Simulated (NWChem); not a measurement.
# C2H3B; SMILES BC#C

```xyz
6

B     -0.0045    -1.3955     0.0116
C     -0.0031     0.1130     0.0101
C     -0.0018     1.3340     0.0096
H     -0.0008     2.4100     0.0090
H      1.0402    -1.9998     0.0129
H     -1.0503    -1.9980     0.0110
```
Atoms are numbered in this order, from 1.

Level: PBE0/def2-SVP (NWChem), optimised geometry, unscaled harmonic frequencies. 

Question: List the harmonic frequencies with IR intensities, and the thermochemistry.

Answer: 
```csv
frequency (cm⁻¹),IR intensity (km/mol)
281,4.7
310,3.8
659,54.0
813,21.8
858,13.0
924,25.0
983,58.9
1208,46.9
2162,74.9
2594,107.3
2687,98.3
3475,47.5
```

```yaml
zero_point_energy: 24.2 kcal/mol
thermal correction to the enthalpy at 298.15 K (with zero-point energy): 27.4 kcal/mol
heat capacity Cv: 12.5 cal/(mol K)
entropy at 298.15 K and 1 atm (symmetry number 2): 59.8 cal/(mol K)
dipole_moment: 1.05 D
```

Rigid rotor and harmonic oscillator.
